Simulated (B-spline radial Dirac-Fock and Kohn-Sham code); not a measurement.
# Muonic isotope shifts in lanthanum

Level of theory: the Dirac equation of a negative muon with reduced mass in the field of a spherical finite nucleus, with the Uehling potential to all orders; nuclear polarisation, deformation, hyperfine structure, self-energy, higher-order vacuum polarisation, relativistic recoil and electron screening are left out; an atomic code on a B-spline grid. Nuclear charge: Fermi distribution (skin thickness 2.3 fm); radii from Angeli and Marinova (2013). Reference ¹³⁸La, radius 4.8473 fm: 2p3/2 → 1s1/2 4085 keV, 3d5/2 → 2p3/2 1270 keV.

```
  A  radius (fm)  δ⟨r²⟩ (fm²)  shift 2p3/2 → 1s (keV)  shift 3d5/2 → 2p3/2 (keV)
135       4.8488       +0.015                   -0.80                      -0.05
137       4.8496       +0.022                   -1.19                      -0.05
139        4.855       +0.075                   -3.94                      -0.12
```

Values without a named source are computed, but for edge energies of neutral atoms, which are taken from tables.
